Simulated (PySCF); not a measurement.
A calculated (B3LYP, PySCF 2.14, aug-cc-pVDZ-DK, scalar relativity by spin-free X2C-1e) atom or ion has these occupied shells.

```json
{"shell": "1s α", "electrons": "1", "orbital energy (eV)": "-4913.8", "rms radius, mean of both spins (bohr)": "0.0804"}
{"shell": "1s β", "electrons": "1", "orbital energy (eV)": "-4913.8", "rms radius, mean of both spins (bohr)": "0.0804"}
{"shell": "2s α", "electrons": "1", "orbital energy (eV)": "-564.06", "rms radius, mean of both spins (bohr)": "0.352"}
{"shell": "2s β", "electrons": "1", "orbital energy (eV)": "-563.44", "rms radius, mean of both spins (bohr)": "0.352"}
{"shell": "2p α", "electrons": "3", "orbital energy (eV)": "-469.41", "rms radius, mean of both spins (bohr)": "0.321"}
{"shell": "2p β", "electrons": "3", "orbital energy (eV)": "-468.88", "rms radius, mean of both spins (bohr)": "0.321"}
{"shell": "3s α", "electrons": "1", "orbital energy (eV)": "-82.956", "rms radius, mean of both spins (bohr)": "1.08"}
{"shell": "3s β", "electrons": "1", "orbital energy (eV)": "-80.879", "rms radius, mean of both spins (bohr)": "1.08"}
{"shell": "3p α", "electrons": "3", "orbital energy (eV)": "-58.041", "rms radius, mean of both spins (bohr)": "1.18"}
{"shell": "3p β", "electrons": "3", "orbital energy (eV)": "-55.832", "rms radius, mean of both spins (bohr)": "1.18"}
{"shell": "3d α", "electrons": "2", "orbital energy (eV)": "-22.605", "rms radius, mean of both spins (bohr)": "1.58"}
```

Problem. Name the element and its charge.

Solution. Ti(2+) (titanium, charge +2), in [Ar] 3d2, high-spin 3F determinant.
